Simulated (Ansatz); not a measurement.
The cluster Au₂I. Total charge 0; doublet. Geometry PBE0-D4/def2-TZVP, basis def2-TZVP, Ansatz.

```xyz
3

Au    0.3857   -0.3742    0.1824
Au   -0.7443   -1.1961   -1.9762
I     0.3586    1.5703    1.7938
```

| run | HOMO (eV) | LUMO (eV) |
| --- | --- | --- |
| A | -7.09 | -5.49 |
| B | -6.31 | -5.96 |
| C | -6.51 | -5.89 |
| D | -9.33 | -3.23 |
| E | -6.55 | -6.32 |
| F | -6.23 | -5.84 |

In the def2 sets Au, I take a core potential; there is no spin–orbit coupling. LC-ωPBE has ω = 0.4 bohr⁻¹. B3LYP takes the VWN-RPA correlation. The structure comes from a short search, and lower isomers may exist.

HOMO and LUMO are taken over both spins.

Q: The runs used B3LYP, LC-ωPBE, LDA (SPW92), PBE, r2SCAN, revPBE. Estimate which is which.

A: A B3LYP (20 % exact exchange); B PBE (0 % exact exchange); C r2SCAN (0 % exact exchange); D LC-ωPBE (range-separated); E LDA (SPW92) (0 % exact exchange); F revPBE (0 % exact exchange). Exact exchange lowers occupied and raises empty levels; among semilocal functionals meta-GGAs tend to open the gap a little, and such runs are hard to tell apart. The gap grows from 0.23 eV (LDA (SPW92)) to 6.10 eV (LC-ωPBE).
